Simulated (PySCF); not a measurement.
Gas-phase reaction: WOF4 + O = WO2F2 + F2

Method: PySCF energies (xtb for GFN2) plus ideal-gas RRHO corrections (1 bar). † marks an energy on the PBE0/def2-TZVP geometry and frequencies; other levels use their own. MP2 freezes the core. Open shells (unrestricted): O (multiplicity 3); the rest are closed-shell singlets. GFN2 has no spin-polarisation term. Spin-orbit splitting is ignored; it lowers the true energy and changes the entropy of O. W: scalar-relativistic def2 core potential, no spin-orbit coupling. WO2F2: computed as isolated molecules; such fragments, hydroxides, amides, oligomers or adducts are transient or little studied in the gas. MP2 isn't extrapolated to the basis-set limit. Warning, point group unlike the PBE0 one: WO2F2 (GFN2-xTB).

MP2/def2-TZVPP† gives ΔH°(298 K) = 145 kJ.

What do PBE/def2-TZVP†, GFN2-xTB, ωB97M-V/def2-TZVP† give?

PBE/def2-TZVP†: 113 kJ; GFN2-xTB: 47 kJ; ωB97M-V/def2-TZVP†: 179 kJ. For scale, ΔH°(298 K) is 145 kJ at this level, 179 kJ at ωB97M-V/def2-TZVP†, and runs from 47 to 443 kJ over the 18 levels computed.
